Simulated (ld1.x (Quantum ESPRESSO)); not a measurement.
Ranking TM potentials for H

All share these settings but for the change named:

ld1.x (Quantum ESPRESSO) 7.5 input, shortened:

```
&input
   title='H', zed=1., rel=1, dft='PBE', iswitch=3,
   config='1s1 2p-2'
 /
 &inputp
   pseudotype=2, tm=.true., lloc=0,
   nlcc=.false.
 /
2
2P  2  1  -2.00   0.05  0.75  0.75  0.0
1S  1  0   1.00   0.00  0.80  0.80  0.0
 &test
   configts(1)='1s1'
 /
```

Cutoff: the first of the cutoffs (Ry, on a coarse ladder) from which the occupation-weighted sum of valence levels, in a spherical-Bessel basis at the reference potential, stays within 10 and 1 mRy of its value at 400 Ry; the density cutoff is not measured.

The base gives 30 Ry.

Of 11 variants that were run, those that failed, showed a ghost or another fault, or gave nearly equal values are left out.

A variant can come out equal or close to the base.

Question: Rank these variants from softest to hardest (loose cutoff).
A. wave 1s (bound): rc 0.80 bohr becomes 1s (bound): rc 0.92 bohr
B. type PAW; waves now 1s (bound): rcut 0.70, rcutus 0.80 bohr; 1s channel at 1.4 Ry: rcut 0.70, rcutus 0.80 bohr; 2p channel at 0.05 Ry: rcut 0.65, rcutus 0.75 bohr; 2p channel at 2.7 Ry: rcut 0.65, rcutus 0.75 bohr; local potential all-electron potential smoothed inside 0.70 bohr (lloc = -1); augmentation PSQ, inside the norm-conserving radii
C. wave 1s (bound): rc 0.80 bohr becomes 1s (bound): rc 1.12 bohr

Answer: C (21 Ry), B (25 Ry), A (30 Ry).
